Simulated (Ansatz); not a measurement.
Coupled-cluster diagnostics for AlSi6, Ansatz.

Geometry of the doublet (B3LYP-D4/def2-SVP):

```xyz
7

Al    0.038    0.966   -1.608
Si   -1.027   -0.342    0.513
Si    0.491   -2.110   -0.179
Si   -0.464    2.028    0.574
Si    1.542    0.074    0.244
Si   -1.025   -1.225   -1.835
Si    0.444    0.610    2.292
```

Correlated methods freeze 35 core orbitals. The structure comes from a short search, and lower isomers may exist.

Task: Estimate the CCSD(T) correlation energy, the shares of MP2 and (T), T1 and the reference's ⟨S²⟩ for: charge 0, doublet, own geometry in def2-SVP; and the rough time on 4 threads of Intel Xeon on a shared host.

Result: 
```
                          state     basis  correlation (eV)  MP2 share (%)  (T) share (%)     T1  ⟨S²⟩ (pure)  wall time                      remarks
charge 0, doublet, own geometry  def2-SVP           -19.428           89.5            8.6  0.046  1.03 (0.75)       63 s  large T1, spin-contaminated
```
Customary marks for T1 are 0.02 (closed shells), 0.045 (open shells) and about 0.05 (3d metals). T1 exceeds 0.02 in 1 of 1 rows and 0.045 in 1; the higher it lies, the less the single-reference result can be trusted.
